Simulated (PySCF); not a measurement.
A PySCF script (with the pyscf-properties extension) for the NMR shieldings of `[C@H]1(C)[Si@H]([SiH2]C#C)C[SiH2]1`, C5H12Si3, on a GFN2-xTB geometry:

```python
import basis_set_exchange as bse
import numpy as np
from pyscf import gto, dft
from pyscf.prop import nmr

atoms = """
C     3.377882    0.506753   -1.577996
C     2.953755   -0.136562   -0.654610
Si    2.233434   -1.122341    0.737592
Si   -0.065267   -0.898056    0.723820
C    -0.969027   -1.405088   -0.901758
Si   -1.806394    0.308990   -1.074286
C    -0.786151    0.880061    0.454317
C    -1.561689    1.495768    1.610978
H     3.761356    1.067285   -2.382357
H     2.702065   -2.500338    0.522192
H     2.885592   -0.628254    1.959938
H    -0.720149   -1.530130    1.888233
H    -0.291903   -1.640090   -1.720200
H    -1.651208   -2.246549   -0.815775
H    -3.250580    0.290371   -0.830234
H    -1.530908    1.026345   -2.320741
H    -0.002346    1.585745    0.163776
H    -2.348351    0.823026    1.946661
H    -0.907204    1.698966    2.458618
H    -2.028056    2.434775    1.313653
"""
names = dict.fromkeys(["C", "Si", "H"], "pcSseg-1")
basis = {el: gto.basis.parse(bse.get_basis(n, elements=[el], fmt="nwchem")) for el, n in names.items()}
mol = gto.M(atom=atoms, basis=basis, charge=0, verbose=0)
mf = dft.RKS(mol, xc="PBE0")
mf.grids.level = 2
mf.grids.alignment = dft.numint.BLKSIZE   # the property module wants whole blocks of grid points
mf.conv_tol = 1e-9
mf.kernel()

calc = nmr.RKS(mf)   # GIAO
C = mf.mo_coeff
Co = C[:, mf.mo_occ > 0]
resp = mf.gen_response(singlet=True, hermi=2)
def vind(x):   # induced exchange potential for any number of trial vectors
    d = np.einsum("pi,xij,qj->xpq", C, 2 * x.reshape(-1, C.shape[1], Co.shape[1]), Co, optimize=True)
    return np.einsum("xpq,pi,qj->xij", resp(d - d.transpose(0, 2, 1)), C, Co, optimize=True).ravel()
mo1, _ = nmr.rhf.solve_mo1(calc, with_cphf=vind)
sigma = calc.kernel(mo1)
for i, s in enumerate(sigma):   # ppm
    print("%2d %-2s %9.2f" % (i, mol.atom_pure_symbol(i), np.trace(s) / 3))
```

Problem. Give the expected output.

Solution. 
```
 0 C      81.31
 1 C     103.22
 2 Si    449.64
 3 Si    372.80
 4 C     196.72
 5 Si    370.27
 6 C     174.06
 7 C     168.44
 8 H      29.77
 9 H      27.38
10 H      27.37
11 H      26.92
12 H      31.07
13 H      31.19
14 H      26.98
15 H      26.67
16 H      29.96
17 H      30.26
18 H      30.36
19 H      30.35
```

These numbers come from an equivalent density-fitted implementation of the same equations, which agrees with the script to about 0.01 ppm for H and up to a few tenths of a ppm for heavy atoms, so last digits may differ.

Problem. Turn these shieldings into chemical shifts. Shifts are taken against calculated references (same method and geometry level): $^{13}$C (186.93 ppm), $^{29}$Si (349.16 ppm), $^{1}$H (31.72 ppm) against TMS.

Solution. Averaging equivalent atoms: C 0: 105.6; C 1: 83.7; C 7: 18.5; C 6: 12.9; C 4: -9.8; Si 5: -21.1; Si 3: -23.6; Si 2: -100.5; H 15: 5.05; H 11: 4.80; H 14: 4.74; H 10: 4.34; H 9: 4.34; H 8: 1.94; H 16: 1.76; H 17/18/19: 1.39; H 12: 0.64; H 13: 0.53 ppm. 

Size and cost of the density-fitted run: 217 basis functions, 83 s wall time on 1 thread of an Arm Neoverse N1, shared host; peak memory 1.1 GiB.
